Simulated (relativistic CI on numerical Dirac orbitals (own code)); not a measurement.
# Inner-shell lines of Sb³⁰⁺

Method of calculation: Dirac-Coulomb-Breit CI, orbitals from a KLI potential per configuration, a model potential for QED, valence Slater integrals scaled by 0.85 (own radial code, finite nucleus).

Configurations in the expansion (outside the closed core 1s2 2p6 3s2 3p6): 2s2 3d3, 2s 3d3 4p. Levels of other configurations are missing.

The table holds the strongest lines. The upper levels have an inner-shell vacancy. Auger decay, open to those above the ionisation limit, is not computed, and radiative decays to configurations outside the model are missing too. Absolute energies can be off by a few tenths of a per cent, and at this charge the scaling can make term splittings too narrow, so close lines can change order. LS names give the leading component, which can be well under half, for lower levels too. Brackets number the levels in order of energy.

```csv
λ (Å),Upper,Lower,A (s⁻¹),gA (s⁻¹)
2.4404,2s 3d3 4p 4G°_11/2 [31],2s2 3d3 2G_9/2 [5],1.37e+13,1.65e+14
2.43949,2s 3d3 4p 4I°_11/2 [53],2s2 3d3 4F_9/2 [9],1.17e+13,1.40e+14
2.43928,2s 3d3 4p 4H°_13/2 [66],2s2 3d3 2H_11/2 [12],1.01e+13,1.42e+14
2.4387,2s 3d3 4p 2G°_9/2 [95],2s2 3d3 2F_7/2 [15],1.22e+13,1.22e+14
2.43111,2s 3d3 4p 4G°_9/2 [70],2s2 3d3 4F_7/2 [3],1.30e+13,1.30e+14
2.43058,2s 3d3 4p 4F°_9/2 [81],2s2 3d3 2G_9/2 [5],1.41e+13,1.41e+14
2.43051,2s 3d3 4p 4H°_13/2 [141],2s2 3d3 2H_11/2 [12],9.07e+12,1.27e+14
2.43039,2s 3d3 4p 4G°_11/2 [84],2s2 3d3 2G_9/2 [5],1.28e+13,1.53e+14
2.43028,2s 3d3 4p 4D°_7/2 [85],2s2 3d3 2G_9/2 [5],1.76e+13,1.41e+14
2.42996,2s 3d3 4p 2H°_9/2 [126],2s2 3d3 4F_9/2 [9],1.29e+13,1.29e+14
2.42957,2s 3d3 4p 2H°_11/2 [150],2s2 3d3 2H_11/2 [12],1.81e+13,2.17e+14
2.42891,2s 3d3 4p 2G°_9/2 [186],2s2 3d3 2F_7/2 [15],1.22e+13,1.22e+14
2.42866,2s 3d3 4p 2F°_7/2 [187],2s2 3d3 2F_7/2 [15],1.64e+13,1.31e+14
2.42805,2s 3d3 4p 2F°_7/2 [227],2s2 3d3 2D_5/2 [19],1.93e+13,1.54e+14
2.42771,2s 3d3 4p 4H°_11/2 [107],2s2 3d3 2G_9/2 [5],1.25e+13,1.51e+14
2.42753,2s 3d3 4p 2I°_13/2 [167],2s2 3d3 2H_11/2 [12],1.57e+13,2.20e+14
2.42746,2s 3d3 4p 2F°_5/2 [224],2s2 3d3 2D_3/2 [18],2.80e+13,1.68e+14
2.42612,2s 3d3 4p 4G°_11/2 [155],2s2 3d3 4F_9/2 [9],1.36e+13,1.63e+14
2.42591,2s 3d3 4p 2G°_9/2 [203],2s2 3d3 2F_7/2 [15],1.34e+13,1.34e+14
2.42552,2s 3d3 4p 2H°_11/2 [210],2s2 3d3 2G_9/2 [16],1.78e+13,2.14e+14
```
